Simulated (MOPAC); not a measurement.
MOPAC input (PM6):

```
PM6 1SCF GEO-OK AUX(PRECISION=9) THREADS=1
HfO2

Hf    0.06899858 1    0.13824976 1    0.11353732 1
O     0.79805456 1   -0.42960949 1   -1.41901862 1
O    -1.41904176 1   -0.81463831 1    0.39718275 1
```

From the last part of the output:

```
                                                       MOPAC v23.2.5 Linux

          FINAL HEAT OF FORMATION =       -100.75751 KCAL/MOL =    -421.56941 KJ/MOL

          COSMO AREA              =         94.40 SQUARE ANGSTROMS
          COSMO VOLUME            =         82.65 CUBIC ANGSTROMS

          IONIZATION POTENTIAL    =         10.622651 EV
          HOMO LUMO ENERGIES (EV) =        -10.623 -3.847
          NO. OF FILLED LEVELS    =          8
          MOLECULAR WEIGHT        =        210.4888         POINT GROUP:  C2v

          MOLECULAR DIMENSIONS (Angstroms)

            Atom       Atom       Distance
            O     3    O     2     2.89177
            O     2   Hf     1     1.05457
            O     2    O     3     0.00000

          SCF CALCULATIONS        =          1

   ATOM   CHEMICAL          X               Y               Z
  NUMBER   SYMBOL      (ANGSTROMS)     (ANGSTROMS)     (ANGSTROMS)

     1      Hf          0.06899858  *   0.13824976  *   0.11353732  *
     2       O          0.79805456  *  -0.42960949  *  -1.41901862  *
     3       O         -1.41904176  *  -0.81463831  *   0.39718275  *

                             CARTESIAN COORDINATES

   1   Hf        0.068998580     0.138249760     0.113537320
   2    O        0.798054560    -0.429609490    -1.419018620
   3    O       -1.419041760    -0.814638310     0.397182750

           Empirical Formula: O2 Hf  =     3 atoms

      MOLECULAR POINT GROUP   :   C2v

                  EIGENVALUES
 -29.32127 -27.41222 -14.49590 -13.88116 -13.40555 -13.16158 -11.76484 -10.62265
  -3.84731  -2.04751  -1.03118  -0.40136   0.96567   1.34614   9.74616   9.75778
  10.06577

              NET ATOMIC CHARGES AND DIPOLE CONTRIBUTIONS

  ATOM NO.   TYPE          CHARGE      No. of ELECS.   s-Pop       p-Pop       d-Pop
    1         Hf           0.163379        3.8366     0.85898     0.37560     2.60203
    2          O          -0.081689        6.0817     1.73943     4.34226
    3          O          -0.081689        6.0817     1.73943     4.34226
 DIPOLE           X         Y         Z       TOTAL
 POINT-CHG.     0.298     0.597     0.490     0.828
 HYBRID         1.228     2.461     2.021     3.414
 SUM            1.526     3.058     2.511     4.241

          ATOMIC ORBITAL ELECTRON POPULATIONS

     Atom    s        px        py        pz      x^2-y^2     xz        z^2       yz        xy
    1 Hf   0.85898   0.14257   0.10156   0.13148   0.59607   0.52975   0.59160   0.46118   0.42344
    2  O   1.73943   1.41297   1.49070   1.43859
    3  O   1.73943   1.38945   1.48251   1.47030

 **********************
 *                    *
 * JOB ENDED NORMALLY *
 *                    *
 **********************

 == MOPAC DONE ==
```
